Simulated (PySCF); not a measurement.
## 15N chemical shifts

No solvent model, fast rotation and ring inversion assumed for equivalent nuclei, a single conformation, non-relativistic. Shieldings: GIAO PBE0/pcSseg-1; coordinates at the GFN2-xTB level; PySCF.

Shieldings were converted by a linear fit to measured shifts: 15N (scatter 6.3 ppm rms vs CH3NO2, solution or neat liquid). A few per cent of atoms miss by over 2 rms, more outside the fitted compound classes.

**Question.** Give the 15N shifts of `Cc1cpcnc1C#N`, `N#C[C@@H]1CNC(=O)C1`, `Cc1pccnc1C#N`, `N#C/C=C\C[SiH2]CO[SiH3]`, `COc1cnccn1`.

**Answer.** 
```csv
compound,environment,δ (ppm)
[CH3:1][c:2]1[cH:3][p:4][cH:5][n:6][c:7]1[C:8]#[N:9],N6: pyridine-type ring nitrogen,-46.2
[CH3:1][c:2]1[cH:3][p:4][cH:5][n:6][c:7]1[C:8]#[N:9],N9: nitrile nitrogen,-92.9
[N:1]#[C:2][C@@H:3]1[CH2:4][NH:5][C:6](=[O:7])[CH2:8]1,N1: nitrile nitrogen,-116.4
[N:1]#[C:2][C@@H:3]1[CH2:4][NH:5][C:6](=[O:7])[CH2:8]1,N5: amide-type nitrogen,-280.4
[CH3:1][c:2]1[p:3][cH:4][cH:5][n:6][c:7]1[C:8]#[N:9],N6: pyridine-type ring nitrogen,-57.6
[CH3:1][c:2]1[p:3][cH:4][cH:5][n:6][c:7]1[C:8]#[N:9],N9: nitrile nitrogen,-98.0
N#C/C=C\C[SiH2]CO[SiH3],nitrile nitrogen,-94.9
[CH3:1][O:2][c:3]1[cH:4][n:5][cH:6][cH:7][n:8]1,N5: pyridine-type ring nitrogen,-36.5
[CH3:1][O:2][c:3]1[cH:4][n:5][cH:6][cH:7][n:8]1,N8: pyridine-type ring nitrogen,-101.2
```

**Question.** Order these by 15N shift, lowest first.
A. C=NC1=C(CCO)[SiH2][SiH2]1
B. C=C(C)CO[Si@@H]([SiH3])C#N
C. C=CC[C@H](C#N)[SiH2]O[SiH3]
D. C=NC([SiH3])([SiH3])CCF
E. N#C/C=C\C[SiH2]CO[SiH3]

**Answer.** C (-117.5 ppm, nitrile nitrogen), E (-94.9 ppm, nitrile nitrogen), B (-58.7 ppm, nitrile nitrogen), D (-21.1 ppm, imine nitrogen), A (-0.2 ppm, imine nitrogen).
